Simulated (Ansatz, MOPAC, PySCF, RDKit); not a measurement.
Complex: H2S (SMILES S) (first 3 atoms) with H2 (SMILES [H][H]); geometry from B3LYP-D3(BJ)/def2-TZVP, rigid monomers moved along the line of their centres of mass till S1···H4 is 2.86 Å.
(charge 0, multiplicity 1):
```xyz
5

S      0.499    -0.668     0.158
H     -0.808    -0.941     0.298
H      0.284     0.657     0.168
H      0.192    -0.225     2.964
H     -0.017    -0.023     3.650
```

Interaction energies are E(AB) − E(A) − E(B) at the monomers' geometry in the complex; basis-set methods are counterpoise corrected. Rows marked so take none. RDKit's UFF carries no charges.

Rows in 3-21G carry no dispersion term and start afresh at each structure. The state that PM6 reach isn't checked.

Run with Ansatz (Gaussian basis) for Hartree–Fock, density functionals and correlated methods; MOPAC for PM6 (differences of heats of formation); PySCF for 3-21G rows; RDKit for the force fields. Each number belongs to the level named beside it.

Task: One of these levels gives -2.5 kJ/mol for the interaction energy. Which?
A) PM6
B) HF/aug-cc-pV(T+d)Z
C) B3LYP/3-21G (no counterpoise)
D) UFF

Result: C, B3LYP/3-21G (no counterpoise). The others give 0.2 (UFF), 2.2 (PM6), 4.5 (HF/aug-cc-pV(T+d)Z)

Ansatz is a first-principles code.
